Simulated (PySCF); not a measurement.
Species: C7H12O.
Atom-mapped SMILES: `[CH3:1][O:2][C@@H:3]1[CH2:4][C@@H:5]2[CH2:6][CH2:7][C@H:8]12` (hydrogens: H9, H10, H11 on C1; H12 on C3; H13, H14 on C4; H15 on C5; H16, H17 on C6; H18, H19 on C7; H20 on C8)

Structure used (GFN2-xTB), in Å, numbered top down from 1:
```
atom  x, y, z in Å
C1     2.511   -0.818    0.311
O2     1.622    0.254    0.494
C3     0.796    0.483   -0.615
C4    -0.195    1.643   -0.422
C5    -1.363    0.717   -0.802
C6    -2.087    0.097    0.398
C7    -1.022   -1.012    0.455
C8    -0.392   -0.480   -0.842
H9     1.978   -1.762    0.149
H10    3.174   -0.638   -0.545
H11    3.106   -0.890    1.220
H12    1.410    0.591   -1.523
H13   -0.033    2.490   -1.085
H14   -0.222    1.991    0.607
H15   -1.963    1.025   -1.654
H16   -3.078   -0.277    0.147
H17   -2.160    0.735    1.277
H18   -0.353   -0.941    1.311
H19   -1.413   -2.024    0.386
H20   -0.323   -1.173   -1.678
```

Method: TDDFT PBE0/def2-SVPD, vertical, gas phase, core orbitals frozen in the response in PySCF.

Each state is given a Gaussian of 0.5 eV full width at half maximum, with ε(max) = 2.175×10⁸ f / Δν̃ (Δν̃ the width in cm⁻¹). The width is an assumption, not a result. The curve ends short of the highest state used, and states not computed would add to its high-energy end.

λ (nm), ε (L mol⁻¹ cm⁻¹) and a bar:
```
    173.9       1318 ##############################
    175.4       1030 #######################
    176.9        847 ###################
    178.4        755 #################
    179.9        727 #################
    181.4        735 #################
    182.9        750 #################
    184.4        750 #################
    185.9        721 ################
    187.4        661 ###############
    188.9        576 #############
    190.4        475 ###########
    191.9        373 ########
    193.4        278 ######
    194.9        197 ####
    196.4        133 ###
    197.9         86 ##
    199.4         54 #
    200.9         32 #
    202.4         18 
    203.9         10 
    205.4          5 
    206.9          3 
    208.4          1
```

(1) Where are the band maxima, and which computed states make them?

(2) On this curve, what absorbance would a 10⁻³ mol/L sample give at 193 nm over a 1 cm path?

(3) Coming from long wavelengths, where does ε first pass 100 L mol⁻¹ cm⁻¹?

Answers

(1) 184 nm (6.75 eV), ε about 750, made up of S1 (89%) (hardly more than a shoulder) (ε in L mol⁻¹ cm⁻¹; maxima over ε = 5, shares over 10%). At its high-energy end, 7.13 eV, the curve is still rising (ε about 1300, from S2 and S3). The states used: S1 6.70 eV (f 0.013); S2 7.13 eV (f 0.0066); S3 7.45 eV (f 0.041); S4 7.47 eV (f 0.0059); S5 7.57 eV (f 0.0089); S6 7.73 eV (f 0.0027).

(2) 193 nm is 6.424 eV, where ε is about 300 L mol⁻¹ cm⁻¹, so A = ε c l ≈ 0.3 (Beer–Lambert, with the gas-phase spectrum and the assumed width).

(3) At about 197 nm (6.28 eV), 0.42 eV below S1.

One conformer stands for the species.
